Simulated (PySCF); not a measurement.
Mg(Et)(SeH) (C₂H₆MgSe), SMILES C[CH2][Mg][SeH].

Geometry optimised at B3LYP-D3(BJ)/def2-SVP. The structure was generated by enumeration; whether it is a known compound was not checked. One conformer was computed; it need not be the lowest.

Two levels are set side by side: PBE/def2-TZVP (PySCF) and M06-2X/def2-TZVP (PySCF). Same geometry, gas phase. Differences are taken from unrounded values.

```
quantity                     M06-2X    PBE  PBE minus M06-2X
---------------------------  ------  -----  ----------------
orbital gap (eV)               7.00   3.80             -3.20
highest occupied level (eV)   -7.71  -5.51              2.20
lowest empty level (eV)       -0.71  -1.71             -1.00
dipole moment (D)              1.90   1.79             -0.12
mean polarisability (bohr³)    83.3   88.8               5.5
```

PBE's occupied levels lie high since its potential decays too fast outside the molecule; exact exchange lowers them and widens the gap. PBE's more diffuse valence density responds more strongly to a field. Differences between two approximate levels are no errors against the true value.

Rough cost on one machine, each run with all the roots and properties that it gave: M06-2X against PBE about 4 times.
